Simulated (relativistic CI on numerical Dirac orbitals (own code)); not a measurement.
**What each ingredient does to the levels of Pt⁴²⁺**

Base calculation: Dirac-Coulomb-Breit CI, orbitals from a KLI potential per configuration, QED by a radiative potential, unscaled Slater integrals.

CI space (outside the closed core [Ar] 3d10): 4s2 4p6, 4s2 4p5 4d, 4s 4p6 4d, 4s2 4p5 4f, 4s 4p6 4f, 4p6 4d 4f, 4s2 4p5 5s, 4s2 4p5 5p, 4s 4p6 5s, 4s2 4p5 5d, 4s 4p6 5p, 4s2 4p5 5f, 4s2 4p5 5g, 4s 4p6 5d, 4p6 4f 5s, 4s 4p6 5f, 4s2 4p5 6s, 4s2 4p5 6p, 4s 4p6 5g, 4s2 4p5 6d, 4s2 4p5 6f, 4p6 4d2, 4p5 4d3, 4p5 4d2 4f, 4p5 4d2 5s, 4p5 4d2 5p, 4p6 4f2, 4p5 4d 4f2, 4p5 4f3, 4p5 4f2 5s, 4p5 4f2 5p, 4p6 4d 5s, 4p5 4d 4f 5s, 4p5 4d 5s2, 4p5 4d 5s 5p. Double excitations out of closed p, d and f shells are left out; levels of such configurations are missing from the list, as are those of other unlisted configurations, and high levels can miss mixing partners. These lack a partner that the ground configuration has and come out too high: 4s2 4p5 5d, 4s2 4p5 5f, 4s2 4p5 5g, 4s2 4p5 6s, 4s2 4p5 6p.

Variants: (1) Breit term removed; (2) one mean potential for all configurations. Shifts of the energy above 4s2 4p6 1S_0, in eV, for the lowest level and the first level of each name with at least 55 % of one term (blank where a level changes its place among those of its configuration and J or its character, or is not in the variant):

| Level | Base | Δ(1) | Δ(2) |
| --- | --- | --- | --- |
| 4s2 4p6 1S_0 | 0.000 | 0.000 | 0.000 |
| 4s2 4p5 4d 3P°_0 | 162.737 | +0.461 | -0.019 |
| 4s2 4p5 4d 3P°_1 | 168.040 | +0.558 | -0.019 |
| 4s2 4p5 4d 3F°_3 | 170.986 | +0.597 | -0.019 |
| 4s2 4p5 4d 3F°_4 | 192.643 | +1.155 | -0.019 |
| 4s2 4p5 4d 3D°_3 | 201.499 | +1.082 | -0.019 |
| 4s2 4p5 4d 3F°_2 | 291.105 | +1.864 | -0.020 |
| 4s2 4p5 4f 3D_1 | 388.713 | +1.214 | -0.110 |
| 4s2 4p5 4f 3D_2 | 395.578 | +1.403 | -0.116 |
| 4s2 4p5 4f 3G_4 | 403.226 | +1.575 | -0.152 |
| 4s2 4p5 4f 3G_5 | 407.343 | +1.929 | -0.153 |
| 4s2 4p5 4f 1F_3 | 408.995 | +1.700 | -0.144 |
| 4s2 4p5 4f 3F_4 | 414.958 | +1.855 | -0.150 |
| 4s 4p6 4d 3D_1 | 425.860 | +0.805 | -0.029 |
| 4s 4p6 4d 3D_3 | 444.654 | +1.250 | -0.006 |
| 4s 4p6 4d 1D_2 | 452.383 | +1.143 | +0.008 |
| 4s2 4p5 4f 3G_3 | 525.094 | +2.837 | -0.159 |
| 4s 4p6 4f 3F°_2 | 650.507 | +1.546 | -0.117 |
| 4s 4p6 4f 3F°_3 | 651.974 | +1.628 | -0.117 |
| 4s 4p6 4f 3F°_4 | 657.079 | +1.940 | -0.118 |
| 4s 4p6 4f 1F°_3 | 661.753 | +1.862 | -0.120 |
| 4s2 4p5 5s 3P°_2 | 785.922 | +1.006 | -0.398 |

At this charge energies of transitions that change n are usually good to better than 1 %, and those within a shell (Δn = 0) to a few per cent.

Ionisation energy from the two ground configurations alone: base 2171.1 eV; Breit term removed 2173.1 eV. The NIST ASD value (theoretical) is 2171 eV.

LS names give the leading component of a level, which can be under half, so a name can repeat, a term be missing and a line seem to break the LS rules.
